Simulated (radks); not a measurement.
Results of a calculation; reference values are marked as such.
All-electron atom: Ni1.75+ in [Ar] 3d7.25 4s1 (fractional occupations, a model configuration). Code: a radial shooting solver on a logarithmic mesh with Libxc functionals. Model: scalar-relativistic Kohn-Sham, PBE, spin-unpolarised, spherical densities, finite nucleus; Fermi nuclear charge, rms radius 3.7757 fm.

Unscreened Slater integrals over Kohn-Sham orbitals (cm^-1).

\begin{tabular}{lr}
integral & value \\ \hline
F0(4s,4s) & 85317 \\
F0(4s,3d) & 107360 \\
G2(4s,3d) & 12636 \\
F0(4s,3p) & 109470 \\
G1(4s,3p) & 6938.2 \\
F0(4s,3s) & 109910 \\
G0(4s,3s) & 4993.6 \\
F0(3d,3d) & 219660 \\
F2(3d,3d) & 101090 \\
F4(3d,3d) & 62788 \\
F0(3d,3p) & 236080 \\
F2(3d,3p) & 111160 \\
G1(3d,3p) & 137400 \\
G3(3d,3p) & 83311 \\
F0(3d,3s) & 240870 \\
G2(3d,3s) & 104280 \\
F0(3p,3p) & 256820 \\
F2(3p,3p) & 128350 \\
F0(3p,3s) & 262300 \\
G1(3p,3s) & 173670 \\
F0(3s,3s) & 268280 \\
\end{tabular}

Derived for the open shells (J is the average intra-shell exchange parameter used in DFT+U). 3d: Racah B = F2/49 - 5 F4/441 = 1351 cm^-1, C = 35 F4/441 = 4983 cm^-1, C/B = 3.69, F4/F2 = 0.621, J = (F2 + F4)/14 = 11710 cm^-1.
